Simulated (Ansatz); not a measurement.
`C=C[SiH2]S` → `CC([SiH3])=S`  (isomerisation)

Calculated with Ansatz (gas phase, PBE0-D4/def2-TZVP geometries, no zero-point term in ΔE). CCSD(T)/CBS is the MP2 limit (def2-TZVPP, def2-QZVPP) plus CCSD(T) − MP2 in def2-TZVPP, frozen cores. Each species was taken in one conformer, which may not be the lowest.

```tsv
species	CCSD(T)/CBS(def2) energy (Eh)
`C=C[SiH2]S`	-766.57455
`CC([SiH3])=S`	-766.53761
```

Q: Work out ΔE.

A: ΔE = (-766.53761) − (-766.57455) = 0.03694 Eh = +97.0 kJ/mol.

Largest T1 diagnostic among the species: 0.016.

Leaving LDA and LC-ωPBE aside and taking each functional with its dispersion term where it has one, the values, not all of them listed here, spread over 15.6 kJ/mol, from revPBE-D4 to BHLYP-D4. LDA lies −4.6 kJ/mol from PBE without D4. From PBE to PBE0 (25 % exact exchange), in def2-TZVPP and without D4, ΔE moves by +7.9 kJ/mol. In def2-TZVPP, CCSD(T) changes the Hartree–Fock value by −18.5 kJ/mol (the triples alone add −5.1 kJ/mol) and MP2 by −19.8 kJ/mol.
